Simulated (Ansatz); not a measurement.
Consider the isomerisation: `CBCOC` → `BCC(C)O`.

Computed with Ansatz on PBE0-D4/def2-TZVP structures; ΔE is electronic, products minus reactants. CCSD(T)/CBS adds triple-zeta CCSD(T) − MP2 to the extrapolated MP2 energy (def2 sets, frozen cores). Functionals use def2-TZVPP. B3LYP here is the variant with VWN-RPA as its local correlation; programs differ in this. Each species was taken in one conformer, which may not be the lowest.

```
             level  ΔE (kJ/mol)  difference from CCSD(T)/CBS
            PBE-D4          1.9                         15.1
         r2SCAN-D4         -0.9                         12.3
           PBE0-D4         -3.0                         10.2
          B3LYP-D4          1.0                         14.2
           ωB97X-V         -6.0                          7.2
           ωB97M-V         -6.2                          7.0
            B2PLYP         -3.1                         10.1
               PBE          3.9                         17.1
            r2SCAN         -0.6                         12.6
              PBE0         -1.4                         11.8
             B3LYP          4.3                         17.5
     HF/def2-TZVPP         -5.4                          7.8
    MP2/def2-TZVPP        -15.7                         -2.5
SCS-MP2/def2-TZVPP        -13.5                         -0.3
   CCSD/def2-TZVPP        -11.2                          2.0
CCSD(T)/def2-TZVPP        -11.5                          1.7
     HF/def2-QZVPP         -5.3                          7.9
    MP2/def2-QZVPP        -16.6                         -3.4
SCS-MP2/def2-QZVPP        -14.5                         -1.3
      HF/CBS(def2)         -5.3                          7.9
     MP2/CBS(def2)        -17.4                         -4.2
    CCSD/CBS(def2)        -13.0                          0.2
       CCSD(T)/CBS        -13.2                            0
```

Largest T1 diagnostic among the species: 0.010.

In def2-TZVPP, CCSD(T) changes the Hartree–Fock value by −6.1 kJ/mol (the triples alone add −0.3 kJ/mol) and MP2 by −10.3 kJ/mol. The D4 term adds −3.3 kJ/mol with B3LYP and −1.6 kJ/mol with PBE0; it sums over pairs of atoms, weighted by their polarisabilities, and B3LYP, whose exchange is more repulsive, gets the larger term. From PBE to PBE0 (25 % exact exchange), in def2-TZVPP and without D4, ΔE moves by −5.3 kJ/mol.
